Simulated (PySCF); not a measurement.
B(Cl)(GeH3)(OH) (BClGeH₄O), SMILES O[B](Cl)[GeH3]. Geometry optimised at PBE0-D3(BJ)/def2-SVP. Other conformers were not sampled.

Computed equilibrium geometry at PBE0-D3(BJ)/def2-SVP (PySCF confirms it by a frequency run) as a Z-matrix, and its point group (one conformer of several):
point group Cs.
```
B
O 1 1.3402
H 2 0.9673 1 113.30
Cl 1 1.7798 2 119.33 3 0.00
Ge 1 2.0685 2 121.10 3 180.00
H 5 1.5394 1 112.21 2 0.00
H 5 1.5410 6 108.54 1 -121.85
H 5 1.5410 6 108.54 7 -116.31
```
Charge 0, spin multiplicity 1.
